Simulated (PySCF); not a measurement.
Spectra and structures to be paired. Theory: TDDFT B3LYP/def2-SVPD, vertical, gas phase, core orbitals frozen in the response in PySCF 2.14.0, density-fitted response routines. Geometries: PBE0-D3(BJ)/def2-SVP; one conformer of each isolated species. Triplets are in the Tamm–Dancoff approximation. Relativistic effects are left out although some hold elements past zinc.

A. `CN([Si@]1(C=C)OCCC1)C`
B. `C1N([SiH2]OC=C)[C@@H](CC1)C`
C. `C[O][GeH2][S]C`
D. `CC(=O)N[SiH2]C1CCCC1`
E. `O[SiH2]N1CC[C@H](C2CC2)C1`

Lowest singlet levels (six at most, fewer where fewer were computed) with oscillator strengths:

1. 236 nm (f 0.030); 216 nm (f 0.045); 199 nm (f 0.016); 194 nm (f 0.007); 190 nm (f 0.004); 188 nm (f 0.001); T1 5.02 eV
2. 217 nm (f 0.017); 208 nm (f 0.039); 207 nm (f 0.005); 204 nm (f 0.002); 197 nm (f 0.011); 194 nm (f 0.002); T1 4.35 eV
3. 230 nm (f 0.006); 210 nm (f 0.019); 202 nm (f 0.013); 199 nm (f 0.001); 193 nm (f 0.024); 185 nm (f 0.054); T1 5.04 eV
4. 224 nm (f 0.001); 193 nm (f 0.019); 188 nm (f 0.002); 181 nm (f 0.049); 176 nm (f 0.088); 175 nm (f 0.074); T1 5.07 eV
5. 270 nm (f 0.040); 227 nm (f 0.008); 212 nm (f 0.003); 208 nm (f 0.006); 206 nm (f 0.040); 195 nm (f 0.005); T1 4.13 eV

**Question.** Match each spectrum to its molecule.

**Answer.** 1 = E, 2 = B, 3 = C, 4 = D, 5 = A.
- A: S1 at 4.59 eV, HOMO→LUMO (98%); Löwdin shares by element: HOMO nitrogen 53%, carbon 17% or more, silicon 5% (atoms not listed hold the other 24%); LUMO carbon 70% or more, silicon 7%, hydrogen 5% or more (atoms not listed hold the other 18%); HOMO -5.93 and LUMO -0.55 eV.
- B: S1 at 5.70 eV, HOMO→LUMO (97%); Löwdin shares by element: HOMO nitrogen 54%, carbon 18% or more, silicon 6% (atoms not listed hold the other 23%); LUMO silicon 16%, oxygen 8%, hydrogen 7% or more, carbon 6% or more (atoms not listed hold the other 63%); HOMO -6.30 and LUMO 0.31 eV.
- C: S1 at 5.40 eV, HOMO→LUMO (97%); Löwdin shares by element: HOMO sulfur 72%, carbon 11% or more, germanium 7%; LUMO sulfur 41%, germanium 17%, hydrogen 11% or more, oxygen 9% (atoms not listed hold the other 22%); HOMO -6.80 and LUMO -0.25 eV.
- D: S1 at 5.55 eV, HOMO→LUMO+1 (87%), HOMO→LUMO (9%); S1 has the pattern of n→π* at C=O; HOMO -7.25 and LUMO -0.02 eV.
- E: S1 at 5.25 eV, HOMO→LUMO (99%); Löwdin shares by element: HOMO nitrogen 54%, carbon 17% or more, silicon 6% (atoms not listed hold the other 23%); LUMO oxygen 25%, hydrogen 22% or more, silicon 19% (atoms not listed hold the other 35%); HOMO -6.19 and LUMO -0.10 eV.
C and D have S1 within 0.15 eV of each other; their strongest listed levels stand at 6.70 eV (f 0.054) and 7.03 eV (f 0.088).
C and E have S1 within 0.15 eV of each other; their strongest listed levels stand at 6.70 eV (f 0.054) and 5.75 eV (f 0.045).
